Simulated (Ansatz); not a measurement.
# Molecular dynamics of AlCl$_{2}$H$_{4}$N

The input (input.yaml):

```yaml
crystal:
  periodic: [false, false, false]
  atoms:
    - { symbol: Al, position_ang: [0.057265, -0.417228, -0.055829] }
    - { symbol: H, position_ang: [-0.159649, 0.06122, 1.650478] }
    - { symbol: Cl, position_ang: [1.926404, 0.277395, -0.732977] }
    - { symbol: Cl, position_ang: [-1.703662, 0.022314, -1.121847] }
    - { symbol: "N", position_ang: [0.083152, -2.067008, 0.827751] }
    - { symbol: H, position_ang: [-0.687491, -2.712597, 0.781321] }
    - { symbol: H, position_ang: [0.941455, -2.577412, 0.956399] }
    - { symbol: H, position_ang: [-0.089473, -0.932785, 1.647403] }
basis:
  gaussian: { orbitals: def2-SVP }
hamiltonian:
  xc: hf
md:
  timestep: 0.5
  n_steps: 200
  ensemble: nve
  temperature: 100.0
  initial_velocities: maxwell_boltzmann
  seed: 5377
```

Command:

```bash
$ ansatz run input.yaml --threads 1 --pin off --max-ram 2048MiB --backend cpu --events-out ev --progress --plain --runs-dir out
```

It starts at the highest image of a converged band, a first-order saddle point between two minima.

Output, in part (one step line in 3, the closing report, with atoms numbered from 0):

```
md step     0: t =     0.00 fs  T =   100.0 K  F+E_penalty+E_count = -33127.34952992 eV  E_kin = 0.077556 eV  conserved = -33127.27197392 eV  (35 SCF iters)
md step     3: t =     1.50 fs  T =    76.1 K  F+E_penalty+E_count = -33127.33066739 eV  E_kin = 0.059040 eV  conserved = -33127.27162705 eV  (26 SCF iters)
md step     6: t =     3.00 fs  T =    49.8 K  F+E_penalty+E_count = -33127.31009133 eV  E_kin = 0.038617 eV  conserved = -33127.27147415 eV  (26 SCF iters)
md step     9: t =     4.50 fs  T =    46.5 K  F+E_penalty+E_count = -33127.30772553 eV  E_kin = 0.036052 eV  conserved = -33127.27167354 eV  (27 SCF iters)
md step    12: t =     6.00 fs  T =    46.0 K  F+E_penalty+E_count = -33127.30712851 eV  E_kin = 0.035702 eV  conserved = -33127.27142607 eV  (26 SCF iters)
md step    15: t =     7.50 fs  T =    79.7 K  F+E_penalty+E_count = -33127.33324765 eV  E_kin = 0.061790 eV  conserved = -33127.27145745 eV  (26 SCF iters)
md step    18: t =     9.00 fs  T =   146.9 K  F+E_penalty+E_count = -33127.38543042 eV  E_kin = 0.113944 eV  conserved = -33127.27148654 eV  (27 SCF iters)
md step    21: t =    10.50 fs  T =   261.3 K  F+E_penalty+E_count = -33127.47331274 eV  E_kin = 0.202688 eV  conserved = -33127.27062471 eV  (33 SCF iters)
md step    24: t =    12.00 fs  T =   559.7 K  F+E_penalty+E_count = -33127.70513843 eV  E_kin = 0.434076 eV  conserved = -33127.27106246 eV  (35 SCF iters)
md step    27: t =    13.50 fs  T =   948.3 K  F+E_penalty+E_count = -33128.01206445 eV  E_kin = 0.735474 eV  conserved = -33127.27659017 eV  (32 SCF iters)
md step    30: t =    15.00 fs  T =  1036.8 K  F+E_penalty+E_count = -33128.07232399 eV  E_kin = 0.804103 eV  conserved = -33127.26822104 eV  (31 SCF iters)
md step    33: t =    16.50 fs  T =  1644.3 K  F+E_penalty+E_count = -33128.55501631 eV  E_kin = 1.275223 eV  conserved = -33127.27979282 eV  (31 SCF iters)
md step    36: t =    18.00 fs  T =  1653.1 K  F+E_penalty+E_count = -33128.55778380 eV  E_kin = 1.282062 eV  conserved = -33127.27572150 eV  (31 SCF iters)
md step    39: t =    19.50 fs  T =  1248.8 K  F+E_penalty+E_count = -33128.23845958 eV  E_kin = 0.968482 eV  conserved = -33127.26997742 eV  (31 SCF iters)
md step    42: t =    21.00 fs  T =  1375.0 K  F+E_penalty+E_count = -33128.33697508 eV  E_kin = 1.066429 eV  conserved = -33127.27054559 eV  (31 SCF iters)
md step    45: t =    22.50 fs  T =  1905.5 K  F+E_penalty+E_count = -33128.75606340 eV  E_kin = 1.477822 eV  conserved = -33127.27824184 eV  (31 SCF iters)
md step    48: t =    24.00 fs  T =  1738.0 K  F+E_penalty+E_count = -33128.62325596 eV  E_kin = 1.347927 eV  conserved = -33127.27532921 eV  (31 SCF iters)
md step    51: t =    25.50 fs  T =  1638.5 K  F+E_penalty+E_count = -33128.54305601 eV  E_kin = 1.270725 eV  conserved = -33127.27233092 eV  (32 SCF iters)
md step    54: t =    27.00 fs  T =  1871.3 K  F+E_penalty+E_count = -33128.73026700 eV  E_kin = 1.451277 eV  conserved = -33127.27898999 eV  (31 SCF iters)
md step    57: t =    28.50 fs  T =  1377.7 K  F+E_penalty+E_count = -33128.33903703 eV  E_kin = 1.068494 eV  conserved = -33127.27054270 eV  (32 SCF iters)
md step    60: t =    30.00 fs  T =  1273.2 K  F+E_penalty+E_count = -33128.25692777 eV  E_kin = 0.987445 eV  conserved = -33127.26948323 eV  (32 SCF iters)
md step    63: t =    31.50 fs  T =  1751.9 K  F+E_penalty+E_count = -33128.63511427 eV  E_kin = 1.358704 eV  conserved = -33127.27640992 eV  (32 SCF iters)
md step    66: t =    33.00 fs  T =  1751.9 K  F+E_penalty+E_count = -33128.63663407 eV  E_kin = 1.358720 eV  conserved = -33127.27791431 eV  (32 SCF iters)
md step    69: t =    34.50 fs  T =  1594.0 K  F+E_penalty+E_count = -33128.50675116 eV  E_kin = 1.236253 eV  conserved = -33127.27049777 eV  (35 SCF iters)
md step    72: t =    36.00 fs  T =  1914.6 K  F+E_penalty+E_count = -33128.76439024 eV  E_kin = 1.484907 eV  conserved = -33127.27948336 eV  (32 SCF iters)
md step    75: t =    37.50 fs  T =  1513.1 K  F+E_penalty+E_count = -33128.44459760 eV  E_kin = 1.173510 eV  conserved = -33127.27108721 eV  (32 SCF iters)
md step    78: t =    39.00 fs  T =  1406.2 K  F+E_penalty+E_count = -33128.36049092 eV  E_kin = 1.090555 eV  conserved = -33127.26993549 eV  (26 SCF iters)
md step    81: t =    40.50 fs  T =  1809.5 K  F+E_penalty+E_count = -33128.67966012 eV  E_kin = 1.403348 eV  conserved = -33127.27631234 eV  (32 SCF iters)
md step    84: t =    42.00 fs  T =  1736.1 K  F+E_penalty+E_count = -33128.62449735 eV  E_kin = 1.346487 eV  conserved = -33127.27801080 eV  (31 SCF iters)
md step    87: t =    43.50 fs  T =  1503.2 K  F+E_penalty+E_count = -33128.43473988 eV  E_kin = 1.165838 eV  conserved = -33127.26890234 eV  (32 SCF iters)
md step    90: t =    45.00 fs  T =  1922.0 K  F+E_penalty+E_count = -33128.77069696 eV  E_kin = 1.490629 eV  conserved = -33127.28006799 eV  (32 SCF iters)
md step    93: t =    46.50 fs  T =  1563.5 K  F+E_penalty+E_count = -33128.48510235 eV  E_kin = 1.212623 eV  conserved = -33127.27247979 eV  (31 SCF iters)
md step    96: t =    48.00 fs  T =  1282.3 K  F+E_penalty+E_count = -33128.26452164 eV  E_kin = 0.994534 eV  conserved = -33127.26998742 eV  (31 SCF iters)
md step    99: t =    49.50 fs  T =  1501.1 K  F+E_penalty+E_count = -33128.43950626 eV  E_kin = 1.164182 eV  conserved = -33127.27532384 eV  (32 SCF iters)
md step   102: t =    51.00 fs  T =  1386.5 K  F+E_penalty+E_count = -33128.35418881 eV  E_kin = 1.075324 eV  conserved = -33127.27886525 eV  (31 SCF iters)
md step   105: t =    52.50 fs  T =  1006.5 K  F+E_penalty+E_count = -33128.04786249 eV  E_kin = 0.780634 eV  conserved = -33127.26722819 eV  (32 SCF iters)
md step   108: t =    54.00 fs  T =  1460.0 K  F+E_penalty+E_count = -33128.41202088 eV  E_kin = 1.132328 eV  conserved = -33127.27969262 eV  (32 SCF iters)
md step   111: t =    55.50 fs  T =  1261.1 K  F+E_penalty+E_count = -33128.25223734 eV  E_kin = 0.978037 eV  conserved = -33127.27420005 eV  (31 SCF iters)
md step   114: t =    57.00 fs  T =   909.2 K  F+E_penalty+E_count = -33127.97527636 eV  E_kin = 0.705131 eV  conserved = -33127.27014567 eV  (33 SCF iters)
md step   117: t =    58.50 fs  T =  1043.4 K  F+E_penalty+E_count = -33128.08278032 eV  E_kin = 0.809227 eV  conserved = -33127.27355289 eV  (32 SCF iters)
md step   120: t =    60.00 fs  T =  1091.7 K  F+E_penalty+E_count = -33128.12618896 eV  E_kin = 0.846701 eV  conserved = -33127.27948842 eV  (32 SCF iters)
md step   123: t =    61.50 fs  T =   730.0 K  F+E_penalty+E_count = -33127.83256452 eV  E_kin = 0.566163 eV  conserved = -33127.26640136 eV  (32 SCF iters)
md step   126: t =    63.00 fs  T =  1231.8 K  F+E_penalty+E_count = -33128.23424411 eV  E_kin = 0.955357 eV  conserved = -33127.27888667 eV  (32 SCF iters)
md step   129: t =    64.50 fs  T =  1260.7 K  F+E_penalty+E_count = -33128.25288756 eV  E_kin = 0.977723 eV  conserved = -33127.27516506 eV  (32 SCF iters)
md step   132: t =    66.00 fs  T =  1013.9 K  F+E_penalty+E_count = -33128.05678247 eV  E_kin = 0.786321 eV  conserved = -33127.27046098 eV  (32 SCF iters)
md step   135: t =    67.50 fs  T =  1213.3 K  F+E_penalty+E_count = -33128.21420873 eV  E_kin = 0.941014 eV  conserved = -33127.27319446 eV  (32 SCF iters)
md step   138: t =    69.00 fs  T =  1414.6 K  F+E_penalty+E_count = -33128.37600552 eV  E_kin = 1.097131 eV  conserved = -33127.27887494 eV  (34 SCF iters)
md step   141: t =    70.50 fs  T =  1249.0 K  F+E_penalty+E_count = -33128.23716693 eV  E_kin = 0.968700 eV  conserved = -33127.26846694 eV  (32 SCF iters)
md step   144: t =    72.00 fs  T =  1751.7 K  F+E_penalty+E_count = -33128.63684775 eV  E_kin = 1.358566 eV  conserved = -33127.27828187 eV  (31 SCF iters)
md step   147: t =    73.50 fs  T =  1799.9 K  F+E_penalty+E_count = -33128.67269703 eV  E_kin = 1.395893 eV  conserved = -33127.27680414 eV  (32 SCF iters)
md step   150: t =    75.00 fs  T =  1395.9 K  F+E_penalty+E_count = -33128.35305600 eV  E_kin = 1.082639 eV  conserved = -33127.27041691 eV  (32 SCF iters)
md step   153: t =    76.50 fs  T =  1459.2 K  F+E_penalty+E_count = -33128.40347685 eV  E_kin = 1.131667 eV  conserved = -33127.27180996 eV  (32 SCF iters)
md step   156: t =    78.00 fs  T =  1737.2 K  F+E_penalty+E_count = -33128.62711553 eV  E_kin = 1.347267 eV  conserved = -33127.27984865 eV  (31 SCF iters)
md step   159: t =    79.50 fs  T =  1402.1 K  F+E_penalty+E_count = -33128.35635654 eV  E_kin = 1.087377 eV  conserved = -33127.26897963 eV  (32 SCF iters)
md step   162: t =    81.00 fs  T =  1674.4 K  F+E_penalty+E_count = -33128.57474649 eV  E_kin = 1.298562 eV  conserved = -33127.27618415 eV  (32 SCF iters)
md step   165: t =    82.50 fs  T =  1806.0 K  F+E_penalty+E_count = -33128.67950463 eV  E_kin = 1.400634 eV  conserved = -33127.27887056 eV  (32 SCF iters)
md step   168: t =    84.00 fs  T =  1228.2 K  F+E_penalty+E_count = -33128.22344946 eV  E_kin = 0.952563 eV  conserved = -33127.27088643 eV  (32 SCF iters)
md step   171: t =    85.50 fs  T =  1059.2 K  F+E_penalty+E_count = -33128.09210598 eV  E_kin = 0.821444 eV  conserved = -33127.27066231 eV  (31 SCF iters)
md step   174: t =    87.00 fs  T =  1313.0 K  F+E_penalty+E_count = -33128.29779477 eV  E_kin = 1.018338 eV  conserved = -33127.27945663 eV  (31 SCF iters)
md step   177: t =    88.50 fs  T =   974.3 K  F+E_penalty+E_count = -33128.02775898 eV  E_kin = 0.755604 eV  conserved = -33127.27215460 eV  (31 SCF iters)
md step   180: t =    90.00 fs  T =   966.2 K  F+E_penalty+E_count = -33128.02229891 eV  E_kin = 0.749328 eV  conserved = -33127.27297087 eV  (31 SCF iters)
md step   183: t =    91.50 fs  T =  1238.1 K  F+E_penalty+E_count = -33128.23930397 eV  E_kin = 0.960243 eV  conserved = -33127.27906096 eV  (34 SCF iters)
md step   186: t =    93.00 fs  T =   910.7 K  F+E_penalty+E_count = -33127.97783653 eV  E_kin = 0.706341 eV  conserved = -33127.27149530 eV  (31 SCF iters)
md step   189: t =    94.50 fs  T =   886.9 K  F+E_penalty+E_count = -33127.95816599 eV  E_kin = 0.687816 eV  conserved = -33127.27035003 eV  (32 SCF iters)
md step   192: t =    96.00 fs  T =  1336.6 K  F+E_penalty+E_count = -33128.31465603 eV  E_kin = 1.036581 eV  conserved = -33127.27807499 eV  (31 SCF iters)
md step   195: t =    97.50 fs  T =  1315.5 K  F+E_penalty+E_count = -33128.29483912 eV  E_kin = 1.020278 eV  conserved = -33127.27456140 eV  (30 SCF iters)
md step   198: t =    99.00 fs  T =  1324.3 K  F+E_penalty+E_count = -33128.29899206 eV  E_kin = 1.027100 eV  conserved = -33127.27189179 eV  (31 SCF iters)
md step   200: t =   100.00 fs  T =  1607.1 K  F+E_penalty+E_count = -33128.52361735 eV  E_kin = 1.246404 eV  conserved = -33127.27721372 eV  (35 SCF iters)
Total energy: -33128.52361735 eV, -1217.4507876177 hartree
Atom 0 at    -0.006592     0.018540     0.243878 Å, force     0.188877     1.370659    -0.480887 eV/Å
Atom 1 at    -0.184879     1.006281     1.335335 Å, force    -0.227814     0.736382     1.394587 eV/Å
Atom 2 at     1.825768     0.049313    -0.754063 Å, force     1.631030     0.579055    -0.784118 eV/Å
Atom 3 at    -1.569842    -0.188180    -1.121670 Å, force    -1.512201     0.320690    -1.084421 eV/Å
Atom 4 at     0.105491    -1.833309     0.471919 Å, force     0.327806    -2.275413     5.212643 eV/Å
Atom 5 at    -0.629688    -2.103037    -0.075472 Å, force    -1.918422    -1.374614    -2.141744 eV/Å
Atom 6 at     0.966546    -2.099020     0.136631 Å, force     2.124593    -0.532143    -1.965712 eV/Å
Atom 7 at     0.084692    -2.453491     1.296677 Å, force    -0.613869     1.175384    -0.150348 eV/Å
Dipole moment:     0.002499    -1.167700     0.677859 e Å
```

All steps were run. The conserved energy stayed within 1.2 meV per atom of its start (net change -0.65 meV per atom), so the integration is sound. The kinetic energy rose, since the run started high on the potential surface and went downhill. A run of 0.1 ps of so small a system gives no equilibrium averages. The orbitals stay closed-shell, which can raise the energy where a bond breaks towards radicals; this wasn't checked here.

Between its relaxed ends the band would form H2–H8 and break Al1–H2, N5–H8. These pairs go: H2–H8 1.00 → 3.47 Å, Al1–H2 1.79 → 1.48 Å, N5–H8 1.41 → 1.03 Å. In the last frame they stand as before the step (other bonds may differ from the relaxed reactants and products). Also parted: Al1–H8 1.79 → 2.69 Å. It ends as one piece, AlCl2H4N. Pairs count as bonded within 1.25 times the sum of covalent radii (0.12 Å more for H–H).

Last frame:

```xyz
8
Properties=species:S:1:pos:R:3
Al -0.007 0.018 0.244
H -0.185 1.006 1.335
Cl 1.826 0.049 -0.754
Cl -1.570 -0.188 -1.122
N 0.105 -1.833 0.472
H -0.630 -2.103 -0.075
H 0.967 -2.099 0.137
H 0.085 -2.454 1.297
```

Time of the run: 4.2 min on 1 thread of Arm Neoverse V2, with other jobs on the host, peak memory 0.16 GiB.
